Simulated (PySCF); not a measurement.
## A failing input for SrN

```python
from pyscf import gto, scf

mol = gto.M(
    atom='Sr 0 0 0; N 0 0 2.365',
    basis='crenbl',
    ecp={'Sr': 'crenbl', 'N': 'crenbl'},
    charge=0,
    spin=3,
    verbose=3,
)
mf = scf.UHF(mol)
mf.max_cycle = 2
mf.kernel()
mf.nuc_grad_method().kernel()
mf.dip_moment()
print('orbital energies (hartree):', [e[max(0, n-3):n+3].round(4) for e, n in zip(mf.mo_energy, mol.nelec)])
```

```bash
$ OMP_NUM_THREADS=1 python input.py
```

The log, shortened:

```
SCF not converged.
SCF energy = -39.8833821153824 after 2 cycles  <S^2> = 3.7560046  2S+1 = 4.0030012
--------------- UHF gradients ---------------
         x                y                z
0 Sr    -0.0000000000     0.0000000000     0.0470377760
1 N     0.0000000000    -0.0000000000    -0.0470377760
----------------------------------------------
Dipole moment(X, Y, Z, Debye): -0.00000, -0.00000, -5.87809
orbital energies (hartree): [array([-0.4093, -0.3694, -0.1941,  0.0122,  0.0122,  0.0418]), array([-1.0983, -0.7041, -0.2356, -0.0103,  0.0298,  0.0298])]
```

Problem. Which setting is at fault, why, and what does a mended input give?

Solution. The cycle limit (2): the limit is below the number of cycles that the SCF needs. With this edit
```diff
- mf.max_cycle = 2
```
the run finishes: E(SCF) = -39.889332 Eh, ⟨S²⟩ = 3.773, μz(SCF) = -4.68 D, gradient on the second atom -0.0491 Eh/bohr.

The bond length is a typed value, not an optimised one. No search for the lowest solution was made.
